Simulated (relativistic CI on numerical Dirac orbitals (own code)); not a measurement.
## Ligand-field terms of d4

Computed with a parametric ligand-field model of a d^n configuration (Racah B and C, spin-orbit zeta, crystal field), exact diagonalisation.

Field parameters in Wybourne normalisation: Oh B⁴₀ = 21Dq, B⁴₄ = √(5/14) B⁴₀; Td as Oh with Dq negative (B⁴₀ = 21Dq, B⁴₄ = √(5/14) B⁴₀). The field is a parameter set, without covalency.

Lowest levels for B = 520, C = 2350, ζ = 4050 cm⁻¹, Oh, 10Dq = 27300 cm⁻¹?

A1 0 (S 1.04), T1 4964 (S 1.10), T2 7868 (S 0.88), E 8013 (S 0.97), T2 16002 (S 0.52), E 16291 (S 0.49), A2 21288 (S 1.95), T2 21498 (S 1.90), E 21752 (S 1.85) cm⁻¹, with S from ⟨S²⟩ = S(S + 1). The ground level has 0.18 electrons in the cubic e pair.

Lowest levels for B = 740, C = 3790, ζ = 350 cm⁻¹, Td, 10Dq = -6100 cm⁻¹?

A1 0 (S 2.00), T1 23 (S 2.00), T2 43 (S 2.00), E 291 (S 2.00), T1 303 (S 2.00), T2 478 (S 2.00), A2 6322 (S 2.00), T2 6327 (S 2.00), E 6331 (S 2.00) cm⁻¹, with S from ⟨S²⟩ = S(S + 1). The ground level has 2.00 electrons in the cubic e pair.

Lowest levels for B = 610, C = 2410, ζ = 460 cm⁻¹, Td, 10Dq = -7150 cm⁻¹?

A1 0 (S 1.99), T1 57 (S 1.99), T2 107 (S 2.00), E 427 (S 2.00), T1 454 (S 2.00), T2 685 (S 2.00), A1 5475 (S 0.58), T1 6804 (S 1.01), E 7046 (S 1.02) cm⁻¹, with S from ⟨S²⟩ = S(S + 1). The ground level has 2.01 electrons in the cubic e pair.

Lowest levels for B = 670, C = 2730, ζ = 500 cm⁻¹, Oh, 10Dq = 21650 cm⁻¹?

A1 0 (S 1.02), T1 304 (S 1.02), E 783 (S 1.01), T2 797 (S 1.00), A2 5523 (S 2.00), T2 5543 (S 2.00), E 5562 (S 1.99), T1 5579 (S 1.99), A1 5595 (S 1.99) cm⁻¹, with S from ⟨S²⟩ = S(S + 1). The ground level has 0.05 electrons in the cubic e pair.

Lowest levels for B = 500, C = 2290, ζ = 190 cm⁻¹, Oh, 10Dq = 31550 cm⁻¹?

A1 0 (S 1.00), T1 100 (S 1.00), T2 285 (S 1.00), E 285 (S 1.00), T2 7007 (S 0.00), E 7578 (S 0.00), A1 16096 (S 0.00), A2 17754 (S 2.00), T2 17755 (S 2.00) cm⁻¹, with S from ⟨S²⟩ = S(S + 1). The ground level has 0.01 electrons in the cubic e pair.
